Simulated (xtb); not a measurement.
Br₂Si (SMILES Br[Si]Br), singlet, geometry from GFN2-xTB; xtb with GFN0-xTB.

Here is a job for xtb.
```
$ xtb mol.xyz --gfn 0 --etemp 10000 --json

# file mol.xyz
3

Si    -0.02306863    -0.00441753     1.20707901
Br     0.95296278    -1.45162520    -0.22860751
Br    -0.94373533     1.45339221    -0.25422409
```

It wrote (shortened):

```
   ID    Z sym.   atoms
    1   14 Si     1
    2   35 Br     2, 3

           -------------------------------------------------
          |                Calculation Setup                |
           -------------------------------------------------

           -------------------------------------------------
          |                 G F N 0 - x T B                 |
           -------------------------------------------------

          ...................................................
          :                      SETUP                      :
          :.................................................:
          :  # basis functions                  30          :
          :  # atomic orbitals                  27          :
          :  # shells                            9          :
          :  # electrons                        18          :
          :  electronic temp.        10000.0000000     K    :
          :  accuracy                    1.0000000          :
          :  -> integral cutoff          0.2500000E+02      :
          :  -> integral neglect         0.1000000E-07      :
          ...................................................

         :::::::::::::::::::::::::::::::::::::::::::::::::::::
         ::                     SUMMARY                     ::
         :::::::::::::::::::::::::::::::::::::::::::::::::::::
         :: total energy              -9.134762096132 Eh    ::
         :: gradient norm              0.024975170731 Eh/a0 ::
         :: HOMO-LUMO gap              1.408884358841 eV    ::
         ::.................................................::
         :: H0 energy                 -9.061693702672 Eh    ::
         :: repulsion energy           0.016369933333 Eh    ::
         :: electrostat energy        -0.088664907299 Eh    ::
         :: -> Gsolv                   0.000000000000 Eh    ::
         ::    -> Gsasa                0.000000000000 Eh    ::
         ::    -> Gshift               0.000000000000 Eh    ::
         :: dispersion energy         -0.000773419494 Eh    ::
         :: short-range corr.          0.000000000000 Eh    ::
         :: add. restraining           0.000000000000 Eh    ::
         :: total charge              -0.000000000000 e     ::
         :::::::::::::::::::::::::::::::::::::::::::::::::::::

           -------------------------------------------------
          |                Property Printout                |
           -------------------------------------------------

    * Orbital Energies and Occupations

         #    Occupation            Energy/Eh            Energy/eV
      -------------------------------------------------------------
         1        2.0000           -0.7325232             -19.9330
         2        2.0000           -0.7289709             -19.8363
         3        1.9956           -0.5226680             -14.2225
         4        1.9417           -0.4396827             -11.9644
         5        1.9378           -0.4375593             -11.9066
         6        1.9260           -0.4319091             -11.7528
         7        1.9158           -0.4276116             -11.6359
         8        1.8833           -0.4167620             -11.3407
         9        1.4402           -0.3586053              -9.7581 (HOMO)
        10        0.6681           -0.3068298              -8.3493 (LUMO)
        11        0.1995           -0.2590139              -7.0481
        12        0.0876           -0.2310520              -6.2872
        13        0.0010           -0.0892846              -2.4296
        14        0.0010           -0.0884894              -2.4079
        15        0.0007           -0.0745577              -2.0288
        16        0.0005           -0.0666075              -1.8125
        17        0.0003           -0.0492269              -1.3395
        18        0.0002           -0.0397899              -1.0827
        19        0.0002           -0.0391714              -1.0659
        20        0.0002           -0.0318665              -0.8671
       ...           ...                  ...                  ...
        27                          0.5414311              14.7331
      -------------------------------------------------------------
                  HL-Gap            0.0517755 Eh            1.4089 eV
             Fermi-level            0.0000000 Eh            0.0000 eV

     #   Z          covCN         q      C6AA      α(0)
     1  14 Si       1.651     0.543   206.461    29.840
     2  35 Br       0.891    -0.272   188.060    22.125
     3  35 Br       0.891    -0.272   188.060    22.125

 Mol. C6AA /au·bohr⁶  :       1724.640763
 Mol. C8AA /au·bohr⁸  :     113840.258679
 Mol. α(0) /au        :         74.090833

Wiberg/Mayer (AO) data.
largest (>0.10) Wiberg bond orders for each atom

 ---------------------------------------------------------------------------
     #   Z sym  total        # sym  WBO       # sym  WBO       # sym  WBO
 ---------------------------------------------------------------------------
     1  14 Si   2.030 --     2 Br   1.015     3 Br   1.015
     2  35 Br   1.081 --     1 Si   1.015
     3  35 Br   1.081 --     1 Si   1.015
 ---------------------------------------------------------------------------

Topologies differ in total number of bonds
Writing topology from bond orders to xtbtopo.mol

 dipole moment from electron density (au)
     X       Y       Z
  -0.0037  -0.0007   0.1934  total (Debye):    0.492

           -------------------------------------------------
          | TOTAL ENERGY               -9.134762096132 Eh   |
          | GRADIENT NORM               0.024975170731 Eh/α |
          | HOMO-LUMO GAP               1.408884358841 eV   |
           -------------------------------------------------

normal termination of xtb
```
